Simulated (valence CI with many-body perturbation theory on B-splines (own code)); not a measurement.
# La XXV: electric-dipole lines

Method: relativistic CI+MBPT: five valence electrons over a frozen Dirac-Fock core [Ar] 3d10, a basis of 9 s, 9 p, 8 d, 6 f, 3 g, 1 h functions for each j, with the one-electron correlation potential Σ1 (screened to all orders), the two-electron term Σ2, the three-electron term Σ3, Breit, model QED; selected single and double excitations, second order for the rest (own B-spline code, finite nucleus).

No measured spectrum was set against this ion. As an estimate, levels hold to about 250 cm⁻¹ or 0.2 % of their energy and the worst to 1 %, as in measured heavy ions of charge 2 to 7; those with d or f electrons hold less well. Among the levels kept, up to 280 cm⁻¹ of a level comes from second order outside the variational space, and about a tenth of that is noise between levels of different J, which matters for small intervals.

Lines 51 to 100 of 185 in falling wavelength, among levels below 1413000 cm⁻¹, chosen from the strongest by gf and those to the six lowest levels. Wavelengths and rates use the calculated energies, so an error of 2000 cm⁻¹ moves a line at 187.1 Å by 0.37 % and its rate by three times that or more. Electric multipoles are in the length gauge, E1 and E2 with the static RPA response of the core. Weak lines are less certain than strong ones. Lines between different terms over intervals too small for the method are left out, as are lines whose strength nearly cancels. The highest levels of a list are the least certain.

Levels are named by their leading jj configuration (3d3/2^4 stands for four electrons in 3d with j = 3/2), which in mixed levels can hold well under half, so a name can repeat and another be missing. Letters in brackets count levels of one name in rising energy.

| λ vac (Å) | Upper | Lower | A (s⁻¹) | log gf | Branch % |
| --- | --- | --- | --- | --- | --- |
| 187.1 | (4p1/2^2 4p3/2^3) J=3/2 | (4s 4p1/2 4p3/2^3) J=3/2 [a] | 2.78e+09 | -1.23 | 5.1 |
| 187.1 | (4s 4p1/2^2 4p3/2 4d3/2) J=3/2 [a] | (4s 4p1/2 4p3/2^3) J=5/2 | 2.07e+09 | -1.36 | 8.2 |
| 183.5 | (4s^2 4p1/2 4p3/2 4d3/2) J=5/2 [a] | (4s^2 4p3/2^3) J=3/2 | 8.64e+07 | -2.58 | 1.8 |
| 180.6 | (4s^2 4p1/2^2 4d3/2) J=3/2 | (4s^2 4p1/2 4p3/2^2) J=1/2 | 1.82e+06 | -4.45 | 0.0 |
| 178.5 | (4s^2 4p1/2 4p3/2 4d3/2) J=1/2 [a] | (4s^2 4p3/2^3) J=3/2 | 2.96e+08 | -2.55 | 0.8 |
| 178.1 | (4p1/2^2 4p3/2^3) J=3/2 | (4s^2 4p1/2^2 4d3/2) J=3/2 | 1.94e+09 | -1.43 | 3.6 |
| 174.6 | (4s 4p1/2^2 4p3/2 4d3/2) J=3/2 [b] | (4s^2 4p1/2^2 4d5/2) J=5/2 | 7.22e+08 | -1.88 | 2.5 |
| 173.7 | (4s^2 4p1/2 4p3/2 4d3/2) J=3/2 [a] | (4s^2 4p3/2^3) J=3/2 | 2.54e+09 | -1.34 | 2.1 |
| 172.2 | (4s 4p1/2 4p3/2^3) J=3/2 [a] | (4s^2 4p1/2 4p3/2^2) J=1/2 | 7.33e+08 | -1.88 | 1.4 |
| 172.1 | (4s 4p1/2^2 4p3/2 4d3/2) J=5/2 | (4s^2 4p1/2^2 4d3/2) J=3/2 | 3.65e+08 | -2.01 | 3.9 |
| 170.8 | (4s 4p1/2^2 4p3/2 4d3/2) J=3/2 [a] | (4s^2 4p1/2^2 4d3/2) J=3/2 | 2.41e+09 | -1.38 | 9.6 |
| 169.4 | (4s^2 4p1/2^2 4d3/2) J=3/2 | (4s^2 4p1/2 4p3/2^2) J=5/2 | 3.14e+07 | -3.27 | 0.2 |
| 164.7 | (4s 4p1/2^2 4p3/2^2) J=5/2 | (4s^2 4p1/2^2 4p3/2) J=3/2 | 6.46e+09 | -0.80 | 52.2 |
| 164.4 | (4s 4p1/2^2 4p3/2 4d3/2) J=3/2 [b] | (4s 4p1/2 4p3/2^3) J=3/2 [a] | 7.75e+09 | -0.90 | 26.7 |
| 162.0 | (4s 4p1/2 4p3/2^3) J=3/2 [a] | (4s^2 4p1/2 4p3/2^2) J=5/2 | 1.66e+09 | -1.58 | 3.2 |
| 161.6 | (4s^2 4p1/2^2 4d3/2) J=3/2 | (4s^2 4p1/2 4p3/2^2) J=3/2 | 3.85e+09 | -1.22 | 25.2 |
| 161.2 | (4s^2 4p1/2 4p3/2 4d5/2) J=5/2 [a] | (4s^2 4p3/2^3) J=3/2 | 9.99e+08 | -1.63 | 0.7 |
| 158.8 | (4s^2 4p1/2 4p3/2 4d5/2) J=3/2 [a] | (4s^2 4p3/2^3) J=3/2 | 9.61e+08 | -1.84 | 0.4 |
| 157.4 | (4s 4p1/2^2 4p3/2 4d3/2) J=3/2 [b] | (4s^2 4p1/2^2 4d3/2) J=3/2 | 8.79e+09 | -0.88 | 30.3 |
| 155.9 | (4s 4p1/2 4p3/2^3) J=5/2 | (4s^2 4p1/2 4p3/2^2) J=5/2 | 1.40e+10 | -0.51 | 51.9 |
| 154.9 | (4s 4p1/2 4p3/2^3) J=3/2 [a] | (4s^2 4p1/2 4p3/2^2) J=3/2 | 2.33e+10 | -0.48 | 44.9 |
| 154.5 | (4p1/2^2 4p3/2^3) J=3/2 | (4s 4p1/2^2 4p3/2^2) J=1/2 | 9.89e+08 | -1.85 | 1.8 |
| 154.3 | (4s 4p1/2 4p3/2^3) J=1/2 | (4s^2 4p1/2 4p3/2^2) J=1/2 | 1.76e+10 | -0.90 | 22.9 |
| 153.2 | (4s^2 4p1/2^2 4d5/2) J=5/2 | (4s^2 4p1/2 4p3/2^2) J=5/2 | 5.03e+09 | -0.97 | 10.0 |
| 152.6 | (4p1/2^2 4p3/2^3) J=3/2 | (4s 4p1/2^2 4p3/2^2) J=3/2 | 1.60e+10 | -0.65 | 29.6 |
| 152.4 | (4s^2 4p1/2 4p3/2 4d3/2) J=5/2 [b] | (4s^2 4p3/2^3) J=3/2 | 4.35e+08 | -2.04 | 0.1 |
| 152.3 | (4s 4p1/2 4p3/2^3) J=3/2 [b] | (4s^2 4p1/2 4p3/2^2) J=1/2 | 4.19e+09 | -1.23 | 8.1 |
| 150.9 | (4s^2 4p1/2 4p3/2 4d3/2) J=1/2 [b] | (4s^2 4p3/2^3) J=3/2 | 8.11e+08 | -2.26 | 0.2 |
| 150.6 | (4s^2 4p1/2 4p3/2 4d3/2) J=3/2 [b] | (4s^2 4p3/2^3) J=3/2 | 2.01e+09 | -1.56 | 0.5 |
| 149.3 | (4s 4p1/2 4p3/2^3) J=5/2 | (4s^2 4p1/2 4p3/2^2) J=3/2 | 7.95e+08 | -1.80 | 2.9 |
| 148.9 | (4s 4p1/2^2 4p3/2 4d3/2) J=3/2 [a] | (4s 4p1/2^2 4p3/2^2) J=1/2 | 2.05e+09 | -1.56 | 8.2 |
| 148.8 | (4s 4p3/2^4) J=1/2 | (4s^2 4p3/2^3) J=3/2 | 4.31e+10 | -0.54 | 47.5 |
| 148.2 | (4s 4p1/2^2 4p3/2 4d3/2) J=1/2 | (4s 4p1/2^2 4p3/2^2) J=3/2 | 2.31e+09 | -1.82 | 35.0 |
| 147.7 | (4s 4p1/2^2 4p3/2^2) J=3/2 | (4s^2 4p1/2^2 4p3/2) J=3/2 | 3.43e+10 | -0.35 | 83.4 |
| 147.1 | (4s 4p1/2^2 4p3/2 4d3/2) J=3/2 [a] | (4s 4p1/2^2 4p3/2^2) J=3/2 | 8.59e+08 | -1.95 | 3.4 |
| 146.8 | (4s^2 4p1/2^2 4d5/2) J=5/2 | (4s^2 4p1/2 4p3/2^2) J=3/2 | 1.10e+08 | -2.67 | 0.2 |
| 146.0 | (4s 4p1/2^2 4p3/2^2) J=1/2 | (4s^2 4p1/2^2 4p3/2) J=3/2 | 3.20e+10 | -0.69 | 83.1 |
| 144.3 | (4s 4p1/2 4p3/2^3) J=3/2 [b] | (4s^2 4p1/2 4p3/2^2) J=5/2 | 3.98e+10 | -0.30 | 76.8 |
| 143.1 | (4s^2 4p1/2 4p3/2 4d5/2) J=3/2 [b] | (4s^2 4p3/2^3) J=3/2 | 7.53e+08 | -2.03 | 0.6 |
| 141.4 | (4s^2 4p1/2 4p3/2 4d5/2) J=5/2 [b] | (4s^2 4p3/2^3) J=3/2 | 7.89e+08 | -1.85 | 0.2 |
| 140.3 | (4s 4p1/2 4p3/2^3) J=1/2 | (4s^2 4p1/2 4p3/2^2) J=3/2 | 3.99e+10 | -0.63 | 52.1 |
| 139.8 | (4s^2 4p1/2 4p3/2 4d3/2) J=1/2 [a] | (4s^2 4p1/2 4p3/2^2) J=1/2 | 8.32e+09 | -1.31 | 21.1 |
| 138.6 | (4s 4p1/2 4p3/2^3) J=3/2 [b] | (4s^2 4p1/2 4p3/2^2) J=3/2 | 3.45e+08 | -2.40 | 0.7 |
| 137.9 | (4p1/2^2 4p3/2^3) J=3/2 | (4s 4p1/2^2 4p3/2^2) J=5/2 | 5.23e+09 | -1.22 | 9.7 |
| 137.1 | (4s 4p1/2^2 4p3/2 4d3/2) J=3/2 [b] | (4s 4p1/2^2 4p3/2^2) J=3/2 | 1.51e+09 | -1.77 | 5.2 |
| 136.9 | (4s^2 4p1/2 4p3/2 4d5/2) J=1/2 | (4s^2 4p3/2^3) J=3/2 | 1.93e+10 | -0.97 | 5.7 |
| 136.8 | (4s^2 4p1/2 4p3/2 4d3/2) J=3/2 [a] | (4s^2 4p1/2 4p3/2^2) J=1/2 | 7.28e+09 | -1.09 | 5.9 |
| 135.7 | (4s^2 4p1/2 4p3/2 4d3/2) J=5/2 [a] | (4s^2 4p1/2 4p3/2^2) J=5/2 | 2.51e+09 | -1.38 | 53.5 |
| 134.3 | (4s 4p1/2^2 4p3/2 4d3/2) J=5/2 | (4s 4p1/2^2 4p3/2^2) J=5/2 | 4.69e+09 | -1.12 | 49.8 |
| 133.4 | (4s 4p1/2^2 4p3/2 4d3/2) J=3/2 [a] | (4s 4p1/2^2 4p3/2^2) J=5/2 | 1.39e+10 | -0.83 | 55.2 |
